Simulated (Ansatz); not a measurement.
Start from `[OH][Ge]([OH])([SiH3])[GeH3]` and change one atom or group to get `[OH][Ge]([OH])([SiH3])[Cl]`.

Ansatz, PBE0-D4/def2-TZVP geometries, multiplicity 1. Each molecule was computed in one conformer, which needn't be the lowest.

Scalar relativity is left out up to krypton.

| property | `[OH][Ge]([OH])([SiH3])[GeH3]` |
| --- | --- |
| HOMO–LUMO gap (PBE0/def2-TZVPP) / eV | 6.97 |
| size of the dipole moment (PBE/def2-TZVPP) / D | 1.76 |
| LUMO energy (ωB97M-V/def2-TZVPP) / eV | 1.14 |
| LUMO energy (B3LYP/def2-TZVPP) / eV | -0.76 |
| size of the dipole moment (ωB97M-V/def2-TZVPP) / D | 1.93 |
| size of the dipole moment (B3LYP/def2-TZVPP) / D | 1.87 |

Task: What does the change do to each property? (Best estimate.)

Result: The calculation gave: 
| property | `[OH][Ge]([OH])([SiH3])[Cl]` | shift |
| --- | --- | --- |
| HOMO–LUMO gap (PBE0/def2-TZVPP) / eV | 8.04 | 1.07 |
| size of the dipole moment (PBE/def2-TZVPP) / D | 1.07 | -0.69 |
| LUMO energy (ωB97M-V/def2-TZVPP) / eV | 1.40 | 0.26 |
| LUMO energy (B3LYP/def2-TZVPP) / eV | -0.70 | 0.06 |
| size of the dipole moment (ωB97M-V/def2-TZVPP) / D | 1.17 | -0.76 |
| size of the dipole moment (B3LYP/def2-TZVPP) / D | 1.15 | -0.72 |

With PBE0 the HOMO falls by 0.93 eV and the LUMO rises by 0.15 eV, so the gap widens by about 1.08 eV. PBE moves the HOMO by -0.71 eV and ωB97M-V by -1.05 eV. Dipoles are sizes alone; their direction can turn.

B3LYP here is the variant with VWN-RPA as its local correlation; programs differ in this.
